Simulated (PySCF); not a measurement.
C2H6BBrO, SMILES CCOBBr.

Geometry: PBE0-D3(BJ)/def2-SVP. The structure was generated by enumeration, and PubChem lists no compound with its InChIKey, so it may never have been made. One conformer was computed; it need not be the lowest.

Vertical ionisation energy (IE) and electron affinity (EA) in eV. Rows of orbital energies are one-electron estimates. Where ΔSCF, EOM or ADC give a negative EA the extra electron is unbound and the value depends on the basis.

```
level                                          IE    EA
-------------------------------------------  ----  ----
−ε(HOMO), −ε(LUMO), B3LYP/def2-TZVP (PySCF)   [?]   [?]
−ε(HOMO), −ε(LUMO), PBE/def2-TZVP (PySCF)    6.81  1.40
```

Question: Some entries are withheld; supply them. (Estimate from the structure and the level; the computed values follow.)

Answer: 
- −ε(HOMO), −ε(LUMO), B3LYP/def2-TZVP (PySCF), IE: 7.84
- −ε(HOMO), −ε(LUMO), B3LYP/def2-TZVP (PySCF), EA: 0.66
